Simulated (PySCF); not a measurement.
Compound: C7H4F2N (doublet state).
Cartesian coordinates in Å at the GFN2-xTB level; atoms count from 1:
```xyz
14
C7H4F2N angstrom
C      2.8133   -0.3548    0.4450
C      1.7254   -0.3285   -0.0596
C      0.4197   -0.3002   -0.6164
C     -0.4448    0.9307   -0.4717
C      0.0604    2.0739    0.2023
N      0.4604    2.9968    0.7479
C     -0.7733   -0.3027    0.3652
C     -1.9711   -1.0415    0.1005
F     -2.3979   -1.9734    0.9580
F     -2.3165   -1.3602   -1.1561
H      3.7750   -0.3743    0.8624
H      0.2919   -0.8749   -1.5265
H     -1.1144    1.1618   -1.2928
H     -0.5286   -0.2531    1.4198
```

The hyperfine couplings belong to this conformer and change with its torsions.

Identity: `C#C[C@@H]1[C@H](C#N)[C@H]1[C](F)F` [radical].

Theory: PySCF 2.14.0, UKS B3LYP, pcH-1 on C F H N, non-relativistic, mean-field spin-orbit, GIAO. Geometry: GFN2-xTB, one conformer, isolated molecule. The geometry wasn't refined by DFT: couplings that depend on bond lengths, twists or pyramidal angles can differ widely from those at the functional's own minimum. Stability of the SCF solution: not tested.

(1) Where do the isotropic ENDOR lines of F9/F10, H12, H11, H13 and H14 fall at 3358.3 mT, to first order?

(2) Which pairs are centred on the nuclear Larmor frequency, and which on half the coupling?

(3) At what field would the lower line of H12 fall to zero frequency?

Answers

(1) For S = 1/2 in fast tumbling each set of equivalent nuclei gives two lines, ν± = |νn ± a/2| to first order, with νn = g_N μN B/h and μN/h = 7.62259 MHz/T.

```tsv
nuclei	isotope	g_N	νn (MHz)	a_iso (MHz)	lower line (MHz)	upper line (MHz)
F9/F10	19F	5.2577	134.59	208.20	30.49	238.69
H12	1H	5.5857	142.99	-9.04	138.47	147.51
H11	1H	5.5857	142.99	-4.24	140.87	145.11
H13	1H	5.5857	142.99	-2.65	141.66	144.31
H14	1H	5.5857	142.99	1.66	142.16	143.82
```

(2) Centred on νn, since |a| < 2νn: F9/F10, H12, H11, H13 and H14. No pair has |a| > 2νn.

(3) Where νn = |a|/2, that is B = 4.52 MHz/(5.5857 × 7.62259 MHz/T) = 106 mT, as far as first order holds there.

Class means assume fast exchange of nuclei equivalent by connectivity; if that motion is slow, each nucleus keeps its own coupling.

The largest Mulliken spin populations are on C8 (+0.80), C3 (+0.11) and C7 (-0.08). No atom but C8 exceeds +0.15. The angles at C8 add up to 352.0°, so it is slightly pyramidal.

Time: 77 s (grids of density and orbitals included); peak memory 0.97 GiB. Hardware: Arm Neoverse V2, one thread (shared host).
